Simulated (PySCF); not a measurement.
**Worked example: entropy of an ideal gas**

BClH, SMILES [BH]Cl (connectivity only; charge and spin as stated), charge +1, multiplicity 1.

The structure is a stationary point at PBE-D3(BJ)/def2-TZVPD. The multiplicity is an assumed one; other spin states were not compared. The isomer is the one that the SMILES or the coordinates give; other isomers of the formula were not compared.

PBE-D3(BJ)/def2-TZVPD (PySCF) gives the harmonic wavenumbers 689, 689, 1115, 2785 cm⁻¹ and the rotational temperature 0.9019 K. The molar mass is 47.27 g/mol, the symmetry number 1, the spin multiplicity 1.

### Question
Work out the entropy at 298.15 K and 1 atm in the rigid-rotor, harmonic-oscillator model.

### Answer

Translation (Sackur–Tetrode at 1 atm): S = R[1.5 ln M + 2.5 ln T − 1.16487] = 156.8 J/(mol K).
Rotation: q = T/(σ θ) = 331, S = R[ln q + 1] = 56.5 J/(mol K).
Vibration: with u = 1.4388 ν/T, each mode gives R[u/(e^u − 1) − ln(1 − e^−u)]:
```json
[
 {"ν (cm⁻¹)": "689", "modes": "2", "u": "3.32", "S (J/(mol K))": "2.67"},
 {"ν (cm⁻¹)": "1115", "modes": "1", "u": "5.38", "S (J/(mol K))": "0.25"}
]
```
The stiffer modes add less than 0.005 each. Sum 2.9 J/(mol K).
Spin: R ln 1 = 0.0 J/(mol K).
Total 216.3 J/(mol K); the program's own thermochemistry gives 216.3. Translation makes up 73 % and vibration 1 %. Anharmonicity, hindered rotation and orbital degeneracy are left out.
